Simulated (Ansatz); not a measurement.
`B[SiH2]N[SiH2]F` + NH₃ → `B[SiH2]N` + `N[SiH2]F`  (ligand exchange at the Si–N bond)

Program: Ansatz. Geometries: PBE0-D4/def2-TZVP. ΔE: electronic, gas phase. CCSD(T)/CBS adds triple-zeta CCSD(T) − MP2 to the extrapolated MP2 energy (def2 sets, frozen cores). This one scheme is used for every species. One conformer a species, not always the lowest.

```csv
species,CCSD(T)/def2-TZVPP energy (Eh)
`B[SiH2]N[SiH2]F`,-761.59278
NH₃,-56.47595
`B[SiH2]N`,-372.09626
`N[SiH2]F`,-445.96982
```

(1) Work out ΔE.

Largest T1 diagnostic among the species: 0.012.

Results:

(1) ΔE = (-372.09626) + (-445.96982) − (-761.59278) − (-56.47595) = 0.00265 Eh = +7.0 kJ/mol. CCSD(T)/CBS gives +6.0 kJ/mol.

The D4 term adds +11.6 kJ/mol with B3LYP and +6.3 kJ/mol with PBE0; it sums over pairs of atoms, weighted by their polarisabilities, and B3LYP, whose exchange is more repulsive, gets the larger term. In def2-TZVPP, CCSD(T) changes the Hartree–Fock value by +27.2 kJ/mol (the triples alone add +4.7 kJ/mol) and MP2 by +28.1 kJ/mol. At CCSD(T), def2-SVP lies +11.7 kJ/mol from the extrapolated value and def2-TZVPP +1.0 kJ/mol.

B3LYP here is the variant with VWN-RPA as its local correlation; programs differ in this.
